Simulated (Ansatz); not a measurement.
`[F][Al]([F])[O]CC(F)(F)F` and `FC(F)(F)COBCl` differ in one atom or group.

Ansatz, PBE0-D4/def2-TZVP geometries, multiplicity 1. Each molecule was computed in one conformer, which needn't be the lowest.

```json
{"property": "HOMO–LUMO gap (ωB97M-V/def2-TZVPP) / eV", "`[F][Al]([F])[O]CC(F)(F)F`": "12.92"}
{"property": "size of the dipole moment (ωB97M-V/def2-TZVPP) / D", "`[F][Al]([F])[O]CC(F)(F)F`": "3.66"}
{"property": "LUMO energy (B3LYP/def2-TZVPP) / eV", "`[F][Al]([F])[O]CC(F)(F)F`": "-0.55"}
{"property": "LUMO energy (ωB97M-V/def2-TZVPP) / eV", "`[F][Al]([F])[O]CC(F)(F)F`": "1.46"}
{"property": "HOMO energy (ωB97M-V/def2-TZVPP) / eV", "`[F][Al]([F])[O]CC(F)(F)F`": "-11.46"}
{"property": "size of the dipole moment (PBE/def2-TZVPP) / D", "`[F][Al]([F])[O]CC(F)(F)F`": "3.54"}
```

Question: Give the same properties after the change, and the shifts. (Best estimate.)

Answer: Ansatz gave: 
| property | `FC(F)(F)COBCl` | shift |
| --- | --- | --- |
| HOMO–LUMO gap (ωB97M-V/def2-TZVPP) / eV | 12.70 | -0.22 |
| size of the dipole moment (ωB97M-V/def2-TZVPP) / D | 2.31 | -1.35 |
| LUMO energy (B3LYP/def2-TZVPP) / eV | -0.96 | -0.41 |
| LUMO energy (ωB97M-V/def2-TZVPP) / eV | 1.25 | -0.21 |
| HOMO energy (ωB97M-V/def2-TZVPP) / eV | -11.44 | 0.02 |
| size of the dipole moment (PBE/def2-TZVPP) / D | 2.13 | -1.41 |

With PBE0 the HOMO falls by 0.12 eV and the LUMO falls by 0.52 eV, so the gap narrows by about 0.40 eV. PBE moves the HOMO by -0.38 eV and ωB97M-V by 0.02 eV. Dipoles are sizes alone; their direction can turn.

B3LYP here is the variant with VWN-RPA as its local correlation; programs differ in this.
